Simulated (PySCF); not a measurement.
Arsenic: a sound run and one with changed settings

Sound run: As [Ar] 3d10 4s2 4p3, As⁺ [Ar] 3d10 4s2 4p2. All numbers are calculated (PySCF 2.14, the non-relativistic Hamiltonian (point nucleus), in def2-SVP). In the sound run the correlated levels freeze [Ar] 3d10. The sound run starts from symmetry-adapted Hartree-Fock orbitals and uses a fine grid where one is needed.

Changed run: scalar relativity by spin-free X2C-1e. This setting is unsound on purpose.

| species | method | sound run (hartree) | changed run (hartree) | converged |
| --- | --- | --- | --- | --- |
| As | UHF | -2233.91692 | -2253.33604 | yes |
| As | M06-L | -2235.45851 | -2254.87760 | yes |
| As | B3LYP | -2235.57270 | -2254.99013 | yes |
| As | MP2 | -2233.97328 | -2253.39222 | yes |
| As | CCSD(T) | -2233.98906 | -2253.40777 | yes |
| As⁺ | UHF | -2233.56916 | -2252.98903 | yes |
| As⁺ | M06-L | -2235.10099 | -2254.52147 | yes |
| As⁺ | B3LYP | -2235.21098 | -2254.62900 | yes |
| As⁺ | MP2 | -2233.61327 | -2253.03294 | yes |
| As⁺ | CCSD(T) | -2233.63096 | -2253.05025 | yes |

Ionisation energy of As:

```
 method  sound run (eV)  changed run (eV)
    UHF           9.463             9.443
  M06-L           9.729             9.691
  B3LYP           9.843             9.827
    MP2           9.796             9.776
SCS-MP2           9.676             9.656
   CCSD           9.739             9.724
CCSD(T)           9.744             9.729
```

Most of the change in total energy is the relativistic energy itself. On top of that the contraction fixes the core shape for the Hamiltonian it was made with, so the changed run is not a good calculation with the other Hamiltonian either.

For comparison, NIST gives 9.789 eV between the lowest levels.
